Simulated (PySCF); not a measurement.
ClSi, SMILES Cl[Si] (connectivity only; charge and spin as stated), neutral, multiplicity 2. Atoms are numbered in the order given.

```xyz
2

Si     0.0000     0.0000    -1.1432
Cl     0.0000     0.0000     0.9414
```
Charge 0, spin multiplicity 2.

Geometry: B3LYP-D3(BJ)/def2-TZVPD.

All values below come from PBE/def2-TZVPD run with PySCF.

The molecule is in vacuum.

```json
{
  "total_energy": "-749.35153 hartree",
  "point_group": "C∞v",
  "α spin, highest occupied and lowest empty level": "-4.19 and -3.95 eV",
  "β spin, highest occupied and lowest empty level": "-7.77 and -3.65 eV",
  "dipole_moment": "0.152 e·Å",
  "⟨S²⟩": "0.755 (pure state 0.75)"
}
```
